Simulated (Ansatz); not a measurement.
CH4GeOS, SMILES `C[O][Ge][SH]`, relaxed with RKS PBE-D4/def2-SVP in the Gaussian-basis code of Ansatz from a rough embedded geometry. The force threshold is 0.03 eV/Å; the program also tests the step.

Total charge 0; spin multiplicity 1.

Start:

```xyz
8

C     1.009   -0.631   -0.178
O     0.806    0.714    0.128
Ge   -0.526    0.745    1.303
S    -2.534    0.494    0.205
H     0.190   -1.102   -0.692
H     1.924   -0.669   -0.924
H     1.373   -1.222    0.706
H    -2.243    1.671   -0.547
```

Task: How much energy does the relaxation release, and in how many steps? (Best estimate.)

Result: Ansatz gave: 1.03 eV, in 27 steps, 1 of them rejected.

Task: Which bonds change most? (Best estimate.)

Result: Ansatz gave: C1–H6 from 1.180 to 1.116 Å; S4–H8 from 1.427 to 1.363 Å; C1–H5 from 1.075 to 1.116 Å; O2–Ge3 from 1.777 to 1.812 Å.

Task: Give the relaxed structure. (An estimate is asked.)

Result: The calculation gave: 
```xyz
8

C     0.820   -0.601   -0.160
O     0.664    0.054    1.077
Ge   -0.638    1.163    1.677
S    -2.084    1.289   -0.109
H    -0.022   -1.300   -0.379
H     0.898    0.116   -1.011
H     1.756   -1.198   -0.135
H    -1.394    0.477   -0.959
```
